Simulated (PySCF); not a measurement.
Species: C₆H₉FSi.
SMILES with atom numbers: `[CH3:1][CH2:2][C:3]1=[CH:4][SiH2:5][CH:6]=[C:7]1[F:8]`

NICS is the negative of the GIAO shielding at a point without a nucleus: at the ring centre (0) and 1 Å above and below it (1); zz is the component along the ring normal. Level: GIAO PBE0/pcSseg-1 (PySCF, non-relativistic, gas phase) on the GFN2-xTB geometry, one conformer.

Ring bond lengths (Å), with Mayer bond orders in brackets: C3–C4 1.341 (1.85), C4–Si5 1.883 (0.89), Si5–C6 1.881 (0.89), C6–C7 1.333 (1.84), C7–C3 1.465 (1.00).

Give the NICS values of each ring in ppm.

| ring | type | NICS(0) | NICS(1), two faces | NICS(1)zz, two faces | rms pucker (Å) | centre to ring atoms, mean (Å) |
| --- | --- | --- | --- | --- | --- | --- |
| C3–C4–Si5–C6–C7 | 5-membered ring with Si; formal bonds 2 double, 3 single | -1.5 | -2.1 / -2.2 | 1.5 / 1.0 | 0.00 | 1.34 |

What can be read from them?

- C3–C4–Si5–C6–C7: mean NICS(1)zz 1.2 ppm, near zero. Si5 has four or more neighbours; no verdict on aromaticity is drawn.

What is the mean of the two in-plane components of NICS at the first NICS(1) probe listed for ring C3–C4–Si5–C6–C7, 1 Å off the ring?

The isotropic value is a third of the trace: (3 × -2.1 − (1.5))/2 = -3.9 ppm.

Give the inner angles of the rings and the Hirshfeld charges of the ring atoms.

- C3–C4–Si5–C6–C7: C3 113.5° (+0.007 e), C4 110.4° (-0.151 e), Si5 89.4° (+0.338 e), C6 107.7° (-0.182 e), C7 119.1° (+0.089 e); sum 540.0° against 540° for a flat convex ring.

On one thread of an Arm Neoverse V1, shared host with 32 logical CPUs at a one-minute load of 22, this took 31 s wall and 0.77 GiB of memory at its peak. This is the whole shielding run at PBE0/pcSseg-1, SCF included.

Conformer computed: `[CH3:1][CH2:2][C:3]1=[CH:4][SiH2:5][CH:6]=[C:7]1[F:8]`: C1–C2–C3–C4 -104°.
